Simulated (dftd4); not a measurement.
H4P, charge +1, singlet, at a GFN2-xTB geometry; dftd4 with D4 for pbe.

dftd4 was given this input:
```
$ dftd4 mol.xyz --func pbe --charge 1 --json dftd4.json --noedisp --grad

# file mol.xyz
5

P      0.00000000     0.00000000    -0.00000000
H     -0.74072552    -0.84327030    -0.79402376
H      0.31759659    -0.63856403     1.17542384
H     -0.73217177     1.13050142     0.27594176
H      1.15530070     0.35133291    -0.65734185
```

The log (banner, timings and long lists left out):

```
                    ____  _____ _____     ____  _  _
      -------------|  _ \|  ___|_   _|---|  _ \| || |------------
     |             | | | | |_    | | ___ | | | | || |_           |
     |             | |_| |  _|   | ||___|| |_| |__   _|          |
     |             |____/|_|     |_|     |____/   |_|            |
     |             ===================================           |
     |            E. Caldeweyher, S. Ehlert & S. Grimme          |
     |          Mulliken Center for Theoretical Chemistry        |
     |                    University of Bonn                     |
      -----------------------------------------------------------

Rational (Becke-Johnson) damping: pbe-D4-ATM
---------------------
  s6         1.0000
  s8         0.9595
  s9         1.0000
  a1         0.3857
  a2         4.8069
 alp        16.0000
--------------------

Dispersion energy:      -8.9366636865242E-04 Eh

Gradient norm:           1.4981581414720E-05 Eh/a0
--------------------------------------------------
     #    Z           dE/dx      dE/dy      dE/dz
--------------------------------------------------
     1   15 P    -1.060E-13  7.103E-14  4.408E-15
     2    1 H     4.036E-06  4.594E-06  4.326E-06
     3    1 H    -1.730E-06  3.479E-06 -6.404E-06
     4    1 H     3.989E-06 -6.159E-06 -1.503E-06
     5    1 H    -6.295E-06 -1.914E-06  3.581E-06
--------------------------------------------------

Virial:
--------------------------------------------------
      component           x          y          z
--------------------------------------------------
          x      -2.595E-05  1.705E-13 -6.330E-14
          y       1.705E-13 -2.595E-05  1.559E-13
          z      -6.330E-14  1.559E-13 -2.595E-05
--------------------------------------------------

[Info] Dispersion results written to 'dftd4.txt'
[Info] JSON dump of results written to 'dftd4.json'
```
